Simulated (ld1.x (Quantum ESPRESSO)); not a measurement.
## Pseudopotential generation for Tb: TM, BLYP, scalar-relativistic.

- Element: Tb
- Generator: ld1.x (Quantum ESPRESSO) 7.5
- Type: norm-conserving Troullier–Martins (Kleinman–Bylander form)
- Functional: BLYP
- Relativity: scalar-relativistic
- Frozen core: [Kr] 4d10
- Valence charge: 19
- Reference configuration: 4f8 5s2 5p6 5d0 6s0 6p0 (charge +3)
- Partial waves: 5p (bound): rc 1.65 bohr; 5d (bound, empty): rc 2.90 bohr; 4f (bound): rc 1.45 bohr; 5s (bound): rc 1.50 bohr
- Local potential: the s channel
- Core correction: a·sin(br)/r model core, default radius (core density twice the valence density)

All-electron outer shells of the reference configuration (BLYP, scalar-relativistic, ld1.x):

| shell | level (eV) | outermost node (bohr) | outermost maximum (bohr) |
| --- | --- | --- | --- |
| 4p | -312.56 | 0.28 | 0.53 |
| 4d | -178.95 | 0.26 | 0.55 |
| 5s | -76.31 | 0.64 | 1.16 |
| 5p | -52.56 | 0.69 | 1.32 |
| 4f | -34.04 | – | 0.55 |
| 5d | -24.80 | 0.77 | 1.78 |
| 6s | -23.20 | 1.54 | 2.86 |
| 6p | -17.71 | 1.79 | 3.36 |

What the tests gave:

| Quantity | Value |
| --- | --- |
| Cutoffs needed | 200 Ry and 300 Ry (the cutoffs (Ry, on a coarse ladder) from which the occupation-weighted sum of valence levels, in a spherical-Bessel basis at the reference potential, stays within 10 and 1 mRy of its value at 400 Ry) |
| Ghost test | no extra level below or beside the all-electron valence levels (p, d, f, s tested) (spherical-Bessel basis up to 400 Ry, 20 bohr box) |
| Configuration tests | 1 of 7 tests not solved or not reliable; not counted: 4f9 5s2 5p6 5d0 6s0 6p1 (an occupied level unbound or not found, printed error -5.9 eV) |

Generation and tests took about 3.3 s on one core of a shared server CPU.
